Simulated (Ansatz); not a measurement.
A short molecular-dynamics run on `CO[SiH](C)S`.

```yaml
crystal:
  periodic: [false, false, false]
  atoms:
    - {symbol: C, position_ang: [-1.461984, 0.829380, 1.167295]}
    - {symbol: O, position_ang: [-0.105983, 0.873280, 0.789252]}
    - {symbol: Si, position_ang: [0.461906, 0.143212, -0.568803]}
    - {symbol: C, position_ang: [0.659464, -1.693955, -0.372732]}
    - {symbol: S, position_ang: [2.395124, 0.925025, -0.992003]}
    - {symbol: H, position_ang: [-2.128525, 1.009683, 0.314864]}
    - {symbol: H, position_ang: [-1.720663, -0.138145, 1.612186]}
    - {symbol: H, position_ang: [-1.636296, 1.607801, 1.912267]}
    - {symbol: H, position_ang: [-0.489313, 0.456020, -1.672790]}
    - {symbol: H, position_ang: [1.006337, -2.147863, -1.304048]}
    - {symbol: H, position_ang: [-0.295984, -2.154644, -0.107911]}
    - {symbol: H, position_ang: [1.379747, -1.925717, 0.415245]}
    - {symbol: H, position_ang: [1.956571, 2.181221, -1.178020]}
basis:
  gaussian: {orbitals: "6-31G*"}
hamiltonian: {xc: {name: revPBE}, dispersion: d4}
md: {timestep: 1 fs, n_steps: 20, ensemble: nve, temperature: 1000, initial_velocities: maxwell_boltzmann, seed: 285}
```

```sh
$ ansatz run in.yaml --threads 4 --pin off --events-out ev --progress --plain --max-ram 10444MiB
```

| step | time (fs) | potential energy (eV) | kinetic (eV) | T (K) | conserved (eV) |
| --- | --- | --- | --- | --- | --- |
| 0 | 0.0 | -22961.0280 | 1.4219 | 1000 | -22959.6062 |
| 1 | 1.0 | -22960.7730 | 1.1842 | 833 | -22959.5888 |
| 2 | 2.0 | -22960.3757 | 0.8188 | 576 | -22959.5569 |
| 3 | 3.0 | -22960.2808 | 0.7190 | 506 | -22959.5618 |
| 4 | 4.0 | -22960.4342 | 0.8486 | 597 | -22959.5855 |
| 5 | 5.0 | -22960.4915 | 0.9019 | 634 | -22959.5896 |
| 6 | 6.0 | -22960.3546 | 0.7739 | 544 | -22959.5808 |
| 7 | 7.0 | -22960.1421 | 0.5719 | 402 | -22959.5702 |
| 8 | 8.0 | -22960.0247 | 0.4638 | 326 | -22959.5610 |
| 9 | 9.0 | -22960.1407 | 0.5764 | 405 | -22959.5643 |
| 10 | 10.0 | -22960.4338 | 0.8502 | 598 | -22959.5836 |
| 11 | 11.0 | -22960.6261 | 1.0286 | 723 | -22959.5975 |
| 12 | 12.0 | -22960.5291 | 0.9425 | 663 | -22959.5866 |
| 13 | 13.0 | -22960.3173 | 0.7529 | 530 | -22959.5644 |
| 14 | 14.0 | -22960.3071 | 0.7400 | 520 | -22959.5670 |
| 15 | 15.0 | -22960.4809 | 0.8996 | 633 | -22959.5813 |
| 16 | 16.0 | -22960.6225 | 1.0348 | 728 | -22959.5877 |
| 17 | 17.0 | -22960.6076 | 1.0204 | 718 | -22959.5871 |
| 18 | 18.0 | -22960.4361 | 0.8578 | 603 | -22959.5783 |
| 19 | 19.0 | -22960.2365 | 0.6695 | 471 | -22959.5670 |
| 20 | 20.0 | -22960.1745 | 0.6101 | 429 | -22959.5644 |

Velocities are drawn at the set temperature; a run this short doesn't reach equilibrium.

Frames (Å, forces in eV/Å):

```xyz
13
time=0.0 fs
C    -1.462    0.829    1.167   -0.291   -0.023    0.032
O    -0.106    0.873    0.789    0.413    0.569    0.737
Si    0.462    0.143   -0.569    0.038   -0.326   -0.606
C     0.659   -1.694   -0.373    0.036   -0.042   -0.031
S     2.395    0.925   -0.992    0.475   -0.213   -0.026
H    -2.129    1.010    0.315   -0.283    0.060   -0.283
H    -1.721   -0.138    1.612   -0.116   -0.353    0.161
H    -1.636    1.608    1.912   -0.076    0.284    0.277
H    -0.489    0.456   -1.673   -0.169    0.071   -0.248
H     1.006   -2.148   -1.304    0.122   -0.189   -0.304
H    -0.296   -2.155   -0.108   -0.308   -0.168    0.098
H     1.380   -1.926    0.415    0.234   -0.100    0.262
H     1.957    2.181   -1.178   -0.073    0.430   -0.067
13
time=1.0 fs
C    -1.454    0.831    1.158    0.173   -1.456    1.547
O    -0.102    0.870    0.780    0.413    0.964    1.261
Si    0.458    0.145   -0.561   -0.071   -0.411   -1.606
C     0.651   -1.703   -0.373    1.166    1.156    1.869
S     2.395    0.931   -0.991    0.913   -1.776    0.241
H    -2.082    0.996    0.322   -1.208    0.217   -1.318
H    -1.691   -0.182    1.616   -0.040    0.748   -0.316
H    -1.660    1.596    1.910    0.075    0.282    0.254
H    -0.534    0.488   -1.689    0.341   -0.154    0.287
H     0.964   -2.143   -1.265    0.756   -0.948   -1.995
H    -0.282   -2.133   -0.115   -1.353   -0.685    0.550
H     1.412   -1.947    0.423   -0.564    0.154   -0.445
H     1.991    2.139   -1.203   -0.602    1.909   -0.328
13
time=2.0 fs
C    -1.446    0.832    1.149    0.410   -2.291    2.584
O    -0.098    0.867    0.772    0.382    1.347    1.804
Si    0.455    0.146   -0.554   -0.041   -0.527   -2.476
C     0.644   -1.711   -0.371    1.894    1.926    3.041
S     2.395    0.935   -0.989    1.193   -2.932    0.512
H    -2.046    0.984    0.316   -1.787    0.285   -1.944
H    -1.661   -0.219    1.618   -0.073    1.458   -0.613
H    -1.683    1.586    1.911    0.235    0.184    0.118
H    -0.575    0.518   -1.703    0.709   -0.337    0.654
H     0.930   -2.148   -1.245    1.116   -1.436   -3.081
H    -0.281   -2.119   -0.116   -1.958   -0.970    0.864
H     1.440   -1.968    0.426   -1.114    0.319   -0.871
H     2.020    2.115   -1.232   -0.964    2.975   -0.590
13
time=3.0 fs
C    -1.437    0.831    1.143    0.023   -2.523    2.556
O    -0.094    0.865    0.765    0.336    1.701    2.327
Si    0.451    0.147   -0.548    0.092   -0.660   -3.199
C     0.639   -1.717   -0.368    1.995    1.615    2.675
S     2.396    0.940   -0.988    1.104   -2.907    0.571
H    -2.028    0.975    0.291   -1.658    0.200   -1.614
H    -1.633   -0.243    1.613   -0.171    1.776   -0.733
H    -1.704    1.579    1.913    0.388    0.053   -0.079
H    -0.610    0.545   -1.711    0.939   -0.473    0.865
H     0.906   -2.166   -1.254    0.919   -1.169   -2.606
H    -0.299   -2.113   -0.110   -1.660   -0.858    0.876
H     1.456   -1.985    0.421   -1.367    0.384   -1.003
H     2.040    2.120   -1.266   -0.941    2.860   -0.638
13
time=4.0 fs
C    -1.428    0.828    1.138   -0.799   -2.322    1.642
O    -0.090    0.864    0.760    0.289    2.010    2.787
Si    0.447    0.148   -0.543    0.271   -0.794   -3.768
C     0.635   -1.722   -0.362    1.422    0.549    1.211
S     2.397    0.943   -0.986    0.721   -1.781    0.333
H    -2.025    0.968    0.251   -1.008    0.030   -0.540
H    -1.606   -0.249    1.601   -0.300    1.745   -0.699
H    -1.721    1.571    1.914    0.515   -0.051   -0.269
H    -0.635    0.567   -1.710    1.063   -0.569    0.960
H     0.890   -2.195   -1.289    0.403   -0.354   -1.025
H    -0.333   -2.116   -0.095   -0.645   -0.465    0.625
H     1.460   -1.999    0.406   -1.323    0.354   -0.870
H     2.051    2.152   -1.306   -0.608    1.647   -0.387
13
time=5.0 fs
C    -1.420    0.823    1.135   -1.569   -1.822    0.474
O    -0.086    0.864    0.756    0.251    2.253    3.142
Si    0.444    0.148   -0.540    0.448   -0.914   -4.173
C     0.632   -1.727   -0.355    0.382   -0.429   -0.384
S     2.398    0.945   -0.984    0.302   -0.372   -0.054
H    -2.033    0.962    0.206   -0.302   -0.117    0.599
H    -1.581   -0.238    1.583   -0.452    1.354   -0.514
H    -1.734    1.564    1.912    0.593   -0.092   -0.400
H    -0.651    0.584   -1.700    1.113   -0.635    0.971
H     0.879   -2.228   -1.333   -0.052    0.439    0.524
H    -0.373   -2.123   -0.074    0.486   -0.045    0.287
H     1.451   -2.009    0.383   -0.971    0.222   -0.484
H     2.056    2.200   -1.350   -0.229    0.158    0.012
13
time=6.0 fs
C    -1.414    0.817    1.132   -2.015   -1.019   -0.593
O    -0.081    0.866    0.754    0.236    2.408    3.364
Si    0.440    0.148   -0.537    0.608   -1.010   -4.381
C     0.629   -1.732   -0.348   -0.847   -0.901   -1.721
S     2.399    0.948   -0.982   -0.002    0.719   -0.414
H    -2.043    0.954    0.167    0.209   -0.197    1.400
H    -1.561   -0.214    1.559   -0.628    0.548   -0.165
H    -1.740    1.555    1.907    0.609   -0.060   -0.441
H    -0.655    0.595   -1.681    1.100   -0.671    0.906
H     0.867   -2.257   -1.372   -0.321    0.950    1.533
H    -0.408   -2.131   -0.050    1.322    0.255   -0.003
H     1.432   -2.017    0.355   -0.312   -0.015    0.132
H     2.058    2.249   -1.394    0.040   -1.007    0.383
13
time=7.0 fs
C    -1.409    0.810    1.129   -2.116    0.079   -1.503
O    -0.076    0.869    0.754    0.249    2.458    3.441
Si    0.437    0.148   -0.537    0.779   -1.085   -4.346
C     0.626   -1.737   -0.343   -2.000   -0.898   -2.740
S     2.400    0.951   -0.981   -0.181    1.369   -0.673
H    -2.051    0.944    0.141    0.494   -0.216    1.805
H    -1.548   -0.186    1.534   -0.815   -0.646    0.335
H    -1.741    1.546    1.897    0.559    0.040   -0.381
H    -0.649    0.599   -1.653    1.004   -0.668    0.745
H     0.852   -2.276   -1.396   -0.436    1.188    2.020
H    -0.431   -2.136   -0.026    1.757    0.407   -0.200
H     1.411   -2.025    0.328    0.521   -0.308    0.849
H     2.062    2.289   -1.434    0.185   -1.721    0.650
13
time=8.0 fs
C    -1.405    0.803    1.125   -1.967    1.148   -2.159
O    -0.071    0.873    0.756    0.286    2.393    3.371
Si    0.434    0.148   -0.537    1.010   -1.149   -4.024
C     0.621   -1.744   -0.340   -2.688   -0.645   -3.255
S     2.401    0.954   -0.979   -0.270    1.662   -0.832
H    -2.054    0.932    0.132    0.590   -0.184    1.864
H    -1.541   -0.163    1.513   -0.963   -1.861    0.841
H    -1.736    1.538    1.884    0.449    0.183   -0.229
H    -0.634    0.597   -1.618    0.788   -0.607    0.453
H     0.833   -2.284   -1.402   -0.447    1.214    2.101
H    -0.436   -2.138   -0.004    1.814    0.431   -0.298
H     1.395   -2.036    0.310    1.160   -0.514    1.355
H     2.066    2.312   -1.468    0.238   -2.070    0.813
13
time=9.0 fs
C    -1.403    0.796    1.119   -1.699    1.494   -2.272
O    -0.066    0.879    0.760    0.334    2.217    3.161
Si    0.431    0.147   -0.539    1.346   -1.219   -3.397
C     0.614   -1.750   -0.339   -2.498   -0.340   -2.976
S     2.402    0.957   -0.978   -0.299    1.688   -0.901
H    -2.052    0.919    0.141    0.513   -0.106    1.600
H    -1.545   -0.158    1.499   -0.972   -2.362    1.075
H    -1.728    1.531    1.869    0.300    0.332   -0.019
H    -0.611    0.589   -1.579    0.415   -0.472    0.006
H     0.810   -2.281   -1.387   -0.376    1.042    1.802
H    -0.425   -2.135    0.015    1.507    0.338   -0.284
H     1.389   -2.052    0.305    1.200   -0.468    1.324
H     2.074    2.316   -1.495    0.229   -2.143    0.882
13
time=10.0 fs
C    -1.403    0.791    1.111   -1.369    0.771   -1.597
O    -0.061    0.886    0.766    0.372    1.944    2.822
Si    0.429    0.146   -0.543    1.810   -1.306   -2.491
C     0.605   -1.758   -0.341   -1.428    0.064   -1.851
S     2.403    0.962   -0.977   -0.277    1.474   -0.877
H    -2.045    0.904    0.165    0.234    0.014    0.978
H    -1.557   -0.176    1.496   -0.782   -1.749    0.885
H    -1.716    1.527    1.853    0.141    0.433    0.193
H    -0.584    0.577   -1.539   -0.121   -0.255   -0.592
H     0.783   -2.267   -1.354   -0.215    0.623    1.023
H    -0.399   -2.129    0.031    0.822    0.123   -0.126
H     1.395   -2.073    0.312    0.648   -0.164    0.778
H     2.083    2.299   -1.512    0.165   -1.971    0.855
13
time=11.0 fs
C    -1.404    0.787    1.101   -0.902   -0.464   -0.217
O    -0.055    0.895    0.774    0.372    1.595    2.375
Si    0.428    0.144   -0.547    2.354   -1.400   -1.412
C     0.595   -1.765   -0.345    0.068    0.784   -0.118
S     2.404    0.966   -0.976   -0.195    0.979   -0.729
H    -2.036    0.890    0.199   -0.279    0.166   -0.023
H    -1.577   -0.211    1.501   -0.457   -0.517    0.450
H    -1.703    1.527    1.839    0.003    0.427    0.334
H    -0.558    0.562   -1.505   -0.759    0.016   -1.262
H     0.753   -2.248   -1.312    0.043   -0.101   -0.350
H    -0.365   -2.122    0.046   -0.196   -0.200    0.196
H     1.408   -2.095    0.327   -0.091    0.227    0.055
H     2.094    2.263   -1.522    0.038   -1.511    0.701
13
time=12.0 fs
C    -1.405    0.782    1.092   -0.275   -1.450    1.486
O    -0.050    0.904    0.783    0.317    1.194    1.848
Si    0.427    0.142   -0.552    2.806   -1.437   -0.383
C     0.585   -1.771   -0.348    1.432    1.775    1.797
S     2.405    0.971   -0.976   -0.028    0.115   -0.398
H    -2.029    0.877    0.233   -0.946    0.317   -1.230
H    -1.601   -0.250    1.510   -0.114    0.624    0.027
H    -1.690    1.532    1.829   -0.098    0.288    0.356
H    -0.539    0.548   -1.484   -1.317    0.263   -1.819
H     0.725   -2.230   -1.274    0.333   -1.015   -2.099
H    -0.333   -2.116    0.063   -1.275   -0.543    0.602
H     1.419   -2.115    0.342   -0.662    0.545   -0.550
H     2.105    2.212   -1.525   -0.174   -0.676    0.363
13
time=13.0 fs
C    -1.407    0.776    1.084    0.215   -1.872    2.849
O    -0.044    0.914    0.794    0.212    0.763    1.273
Si    0.427    0.139   -0.556    2.925   -1.321    0.328
C     0.576   -1.776   -0.350    2.201    2.416    3.033
S     2.405    0.976   -0.975    0.244   -1.151    0.161
H    -2.031    0.867    0.254   -1.412    0.415   -2.105
H    -1.627   -0.284    1.520    0.176    1.369   -0.270
H    -1.677    1.539    1.821   -0.170    0.052    0.265
H    -0.533    0.536   -1.479   -1.544    0.378   -2.026
H     0.699   -2.221   -1.255    0.478   -1.623   -3.225
H    -0.313   -2.116    0.086   -1.896   -0.721    0.844
H     1.424   -2.129    0.352   -0.941    0.727   -0.923
H     2.115    2.156   -1.524   -0.488    0.571   -0.203
13
time=14.0 fs
C    -1.408    0.769    1.078    0.132   -1.763    3.222
O    -0.038    0.925    0.805    0.080    0.319    0.685
Si    0.428    0.136   -0.561    2.582   -1.009    0.580
C     0.569   -1.779   -0.350    2.131    2.052    2.780
S     2.406    0.981   -0.975    0.577   -2.570    0.858
H    -2.047    0.861    0.256   -1.237    0.408   -2.067
H    -1.650   -0.304    1.527    0.400    1.716   -0.438
H    -1.667    1.547    1.817   -0.233   -0.207    0.116
H    -0.542    0.527   -1.494   -1.312    0.311   -1.767
H     0.678   -2.228   -1.267    0.358   -1.411   -2.680
H    -0.311   -2.123    0.116   -1.690   -0.594    0.670
H     1.421   -2.137    0.353   -0.932    0.770   -1.050
H     2.120    2.104   -1.525   -0.855    1.978   -0.908
13
time=15.0 fs
C    -1.409    0.760    1.074   -0.490   -1.272    2.645
O    -0.031    0.935    0.816   -0.061   -0.119    0.120
Si    0.431    0.132   -0.565    1.891   -0.565    0.468
C     0.563   -1.781   -0.347    1.316    0.990    1.485
S     2.407    0.985   -0.974    0.807   -3.437    1.349
H    -2.075    0.859    0.238   -0.460    0.307   -1.211
H    -1.670   -0.308    1.530    0.553    1.727   -0.490
H    -1.658    1.552    1.813   -0.299   -0.419   -0.033
H    -0.564    0.522   -1.526   -0.740    0.119   -1.164
H     0.661   -2.248   -1.305    0.112   -0.615   -0.956
H    -0.326   -2.136    0.154   -0.871   -0.232    0.130
H     1.408   -2.137    0.344   -0.656    0.677   -0.935
H     2.117    2.072   -1.535   -1.103    2.841   -1.409
13
time=16.0 fs
C    -1.411    0.750    1.073   -1.159   -0.520    1.686
O    -0.025    0.946    0.828   -0.204   -0.539   -0.397
Si    0.433    0.129   -0.570    1.100   -0.103    0.217
C     0.559   -1.782   -0.344    0.098    0.022    0.101
S     2.409    0.987   -0.973    0.743   -3.120    1.248
H    -2.107    0.860    0.208    0.442    0.168   -0.159
H    -1.685   -0.296    1.528    0.622    1.408   -0.424
H    -1.653    1.554    1.809   -0.373   -0.536   -0.135
H    -0.592    0.517   -1.570   -0.077   -0.095   -0.459
H     0.645   -2.274   -1.352   -0.075    0.173    0.711
H    -0.349   -2.150    0.192    0.043    0.168   -0.490
H     1.389   -2.131    0.326   -0.120    0.448   -0.580
H     2.103    2.066   -1.559   -1.040    2.526   -1.319
13
time=17.0 fs
C    -1.414    0.740    1.073   -1.493    0.464    0.716
O    -0.019    0.956    0.839   -0.349   -0.927   -0.849
Si    0.437    0.125   -0.574    0.403    0.301    0.008
C     0.555   -1.782   -0.340   -1.188   -0.483   -1.011
S     2.410    0.989   -0.972    0.404   -1.887    0.608
H    -2.135    0.863    0.177    1.116    0.038    0.654
H    -1.693   -0.270    1.522    0.573    0.715   -0.210
H    -1.651    1.551    1.804   -0.450   -0.534   -0.164
H    -0.621    0.512   -1.617    0.490   -0.260    0.161
H     0.627   -2.299   -1.393   -0.162    0.693    1.780
H    -0.371   -2.164    0.226    0.724    0.470   -0.964
H     1.368   -2.121    0.303    0.619    0.111   -0.036
H     2.079    2.085   -1.595   -0.689    1.300   -0.693
13
time=18.0 fs
C    -1.418    0.730    1.074   -1.401    1.667   -0.204
O    -0.014    0.966    0.850   -0.496   -1.268   -1.226
Si    0.440    0.121   -0.578   -0.120    0.618   -0.085
C     0.549   -1.783   -0.337   -2.221   -0.606   -1.777
S     2.412    0.991   -0.970   -0.012   -0.540   -0.164
H    -2.152    0.866    0.152    1.485   -0.069    1.136
H    -1.696   -0.237    1.514    0.387   -0.364    0.174
H    -1.653    1.542    1.798   -0.520   -0.416   -0.110
H    -0.646    0.504   -1.663    0.887   -0.354    0.620
H     0.609   -2.317   -1.416   -0.177    0.956    2.280
H    -0.387   -2.172    0.250    1.099    0.638   -1.217
H     1.354   -2.110    0.279    1.342   -0.225    0.511
H     2.049    2.117   -1.638   -0.252   -0.037    0.062
13
time=19.0 fs
C    -1.423    0.721    1.075   -0.989    2.866   -1.022
O    -0.008    0.975    0.860   -0.642   -1.550   -1.529
Si    0.443    0.118   -0.582   -0.463    0.851   -0.057
C     0.542   -1.785   -0.335   -2.603   -0.581   -2.032
S     2.413    0.992   -0.969   -0.362    0.448   -0.779
H    -2.155    0.868    0.138    1.590   -0.150    1.327
H    -1.696   -0.207    1.508    0.116   -1.594    0.644
H    -1.661    1.530    1.790   -0.574   -0.206    0.019
H    -0.662    0.493   -1.703    1.119   -0.382    0.913
H     0.588   -2.325   -1.417   -0.154    1.021    2.343
H    -0.392   -2.175    0.263    1.188    0.678   -1.251
H     1.353   -2.100    0.260    1.657   -0.389    0.764
H     2.016    2.148   -1.680    0.116   -1.013    0.659
13
time=20.0 fs
C    -1.428    0.715    1.074   -0.476    3.481   -1.453
O    -0.003    0.983    0.869   -0.784   -1.759   -1.763
Si    0.446    0.115   -0.587   -0.656    1.008    0.068
C     0.533   -1.787   -0.335   -2.074   -0.501   -1.658
S     2.415    0.993   -0.967   -0.608    1.026   -1.176
H    -2.142    0.869    0.136    1.466   -0.199    1.246
H    -1.694   -0.193    1.508   -0.063   -2.357    0.928
H    -1.674    1.515    1.782   -0.602    0.044    0.194
H    -0.667    0.478   -1.735    1.218   -0.360    1.071
H     0.566   -2.324   -1.396   -0.107    0.895    1.999
H    -0.385   -2.171    0.264    0.998    0.595   -1.063
H     1.367   -2.095    0.249    1.312   -0.296    0.570
H     1.984    2.169   -1.716    0.377   -1.576    1.036
```

Run time 14 s (4 threads of an Intel Xeon 6975P-C on a shared host); peak host memory 0.16 GiB.
